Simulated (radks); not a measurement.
The numbers below are computed, except where a source is named.
Problem. Ti+, 21 electrons, occupied as [Ar] 3d1.5 4s1.5 (fractional occupations, a model configuration). Code: a radial shooting solver on a logarithmic mesh with Libxc functionals. Model: Dirac Kohn-Sham, BLYP, spin-unpolarised, spherical densities, finite nucleus; open shells fill j = l - 1/2 first; Fermi nuclear charge, rms radius 3.5921 fm. Some entries of the table are withheld. Estimate them.

| orbital | occ. | eigenvalue (eV) | r(max) (bohr) | <r^2> (bohr^2) |
|---|---|---|---|---|
| 1s1/2 | 2 | -4880.103 | 0.04555 | 0.006512 |
| 2s1/2 | 2 | -547.1879 | 0.2690 | (1) |
| 2p1/2 | 2 | -458.5505 | (2) | 0.1025 |
| 2p3/2 | 4 | -452.7722 | (3) | 0.1043 |
| 3s1/2 | 2 | -72.3178 | 0.8669 | 1.159 |
| 3p1/2 | 2 | -48.9539 | 0.8932 | 1.351 |
| 3p3/2 | 4 | -48.2804 | 0.8995 | 1.372 |
| 3d3/2 | 1.5 | (4) | 0.9536 | 2.662 |
| 3d5/2 | 0 | (5) | 0.9557 | 2.677 |
| 4s1/2 | 1.5 | -11.0890 | 2.666 | 10.84 |

Solution. 
(1) 2s1/2 <r^2> (bohr^2): 0.1249
(2) 2p1/2 r(max) (bohr): 0.2179
(3) 2p3/2 r(max) (bohr): 0.2201
(4) 3d3/2 eigenvalue (eV): -13.4157
(5) 3d5/2 eigenvalue (eV): -13.3626
